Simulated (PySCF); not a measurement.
**TlB⁺ at UHF**

Level: UHF. Tl aug-cc-pVDZ-PP with ECP60, B aug-cc-pVDZ; scalar-relativistic core potentials (PySCF 2.14).

For TlB⁺, the state is ²Σ⁺ (doublet), unpaired electrons σ ↑, the bond length is 3.289 Å and the harmonic wavenumber is 139 cm⁻¹. The force constant is 0.119 mdyn/Å and the rotational constant Be is 0.1492 cm⁻¹. The anharmonicity ωexe is 1.85 cm⁻¹ and the vibration–rotation constant αe is 0.00245 cm⁻¹. The bond order (Mayer) is 0.07 and the dipole moment (positive dipole points towards B; it is taken about the centre of mass and depends on that origin) is 2.12 D.

Spin–orbit coupling is left out, which matters for elements this heavy, above all for dissociation energies. Hartree–Fock leaves out correlation, which carries a large part of most bond energies and some tenths to 1 eV of ionisation energies. The state was picked by a PBE0 search and need not be the measured ground state.
